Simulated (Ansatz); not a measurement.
Molecule: C₂H₇Si, net charge 0, doublet state. It need not be the lowest isomer of its formula. 
Structure (B3LYP-D3(BJ)/def2-TZVP (Ansatz, an electronic-structure program) minimum search):
```
C
H 1 1.0940
H 1 1.0940 2 107.69
C 1 1.4754 2 112.03 3 123.64
H 4 1.0808 1 120.72 2 -155.69
H 4 1.0808 5 117.79 1 170.08
Si 1 1.9041 2 107.11 3 -114.92
H 7 1.4816 1 109.67 2 -62.55
H 7 1.4816 8 108.94 1 120.04
H 7 1.4863 8 108.84 9 118.55
```
Charge 0, spin multiplicity 2.

Computed values are from Ansatz. Correlated levels leave the core frozen unless marked. UHF or UKS for open shells. No spin-orbit coupling. No relativistic terms. CBS marks a two-point X^-3 extrapolation of the correlation energy; Hartree-Fock from the larger set.

What is the T1 diagnostic at CCSD/aug-cc-pV(Q+d)Z?

0.013.

What is the dipole moment at CCSD(T)/aug-cc-pV(D+d)Z?

0.46 D.

What is the atomisation energy De at CCSD(T)/CBS(aug-cc-pV(T+d)Z,aug-cc-pV(Q+d)Z)?

3403.6 kJ/mol.

What is the total energy at CCSD(T)/CBS(aug-cc-pV(T+d)Z,aug-cc-pV(Q+d)Z)?

-369.3144 Eh.
